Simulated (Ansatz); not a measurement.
Program: Ansatz. Geometries: PBE0-D4/def2-TZVP. ΔE: electronic, gas phase. CCSD(T)/CBS is the MP2 limit (def2-TZVPP, def2-QZVPP) plus CCSD(T) − MP2 in def2-TZVPP, frozen cores. Functionals use def2-TZVPP. B3LYP here is the variant with VWN-RPA as its local correlation; programs differ in this. HSE06 is defined as in plane-wave codes. For Ga outer-core shells are correlated without core-valence functions, which leaves a few kJ/mol of doubt a bond. Scalar relativity is left out up to krypton. Each species was taken in one conformer, which may not be the lowest.

`CB[BH][GaH2]` + `[NH2][Ga]([F])[F]` → `[F][Ga]([F])[NH][GaH2]` + `BBC`  (cleavage of the Ga–B bond)

`CB[BH][GaH2]`:

Cartesian coordinates in Å:
```
C 0.171 -1.348 -1.344
B 0.823 -0.448 -0.240
B 0.183 0.078 1.149
Ga -0.895 1.848 1.203
H -0.832 -1.716 -1.129
H 0.146 -0.800 -2.294
H 0.826 -2.207 -1.534
H 1.935 -0.026 -0.471
H 0.315 -0.470 2.210
H -2.459 1.841 1.009
H -0.213 3.247 1.440
```

`[NH2][Ga]([F])[F]`:

```xyz
6

N    -0.535   -0.604    0.646
Ga    0.383    0.378   -0.535
F    -0.393    1.469   -1.644
F     2.107    0.242   -0.719
H    -1.495   -0.394    0.860
H    -0.067   -1.090    1.392
```

`[F][Ga]([F])[NH][GaH2]`:

```xyz
8

F     1.781   -0.194   -2.605
Ga    0.848    0.421   -1.269
F     0.741    2.157   -1.216
N     0.057   -0.634   -0.042
Ga   -0.961   -0.156    1.419
H     0.204   -1.623   -0.197
H    -1.500   -1.342    2.279
H    -1.171    1.371    1.632
```

`BBC`:

Z-matrix (Å, degrees):
```
C
B 1 1.564
H 1 1.091 2 116.3
H 1 1.100 2 106.4 3 120.0
H 1 1.095 2 111.4 3 -126.3
B 2 1.639 1 128.0 3 -9.5
H 2 1.210 1 116.2 3 172.3
H 6 1.201 2 122.0 1 93.1
H 6 1.201 2 122.4 1 -89.2
```

| level | ΔE (kJ/mol) | difference from CCSD(T)/CBS |
| --- | --- | --- |
| LDA (SPW92) | -32.1 | 22.4 |
| r2SCAN-D4 | -44.5 | 10.0 |
| B97M-V | -43.7 | 10.8 |
| B3LYP-D4 | -49.9 | 4.6 |
| HSE06-D4 | -40.0 | 14.5 |
| CAM-B3LYP-D4 | -53.8 | 0.7 |
| ωB97X-V | -52.8 | 1.7 |
| PBE-QIDH | -51.4 | 3.1 |
| BLYP | -45.4 | 9.1 |
| B3LYP | -48.4 | 6.1 |
| LC-ωPBE | -46.1 | 8.4 |
| CCSD(T)/def2-SVP | -67.2 | -12.7 |
| MP2/def2-TZVPP | -63.1 | -8.6 |
| HF/def2-QZVPP | -67.7 | -13.2 |
| SCS-MP2/def2-QZVPP | -65.2 | -10.7 |
| HF/CBS(def2) | -67.9 | -13.4 |
| CCSD(T)/CBS | -54.5 | 0 |

Largest T1 diagnostic among the species: 0.014.

At CCSD(T), def2-SVP lies −12.7 kJ/mol from the extrapolated value and def2-TZVPP −2.0 kJ/mol. In def2-TZVPP, CCSD(T) changes the Hartree–Fock value by +10.3 kJ/mol (the triples alone add +0.3 kJ/mol) and MP2 by +3.6 kJ/mol. From BLYP to BHLYP (50 % exact exchange), in def2-TZVPP and without D4, ΔE moves by −9.8 kJ/mol.

CCSD(T)/CBS has its own doubt, a few kJ/mol and more with outer-core shells, so smaller differences from it don't rank the levels.
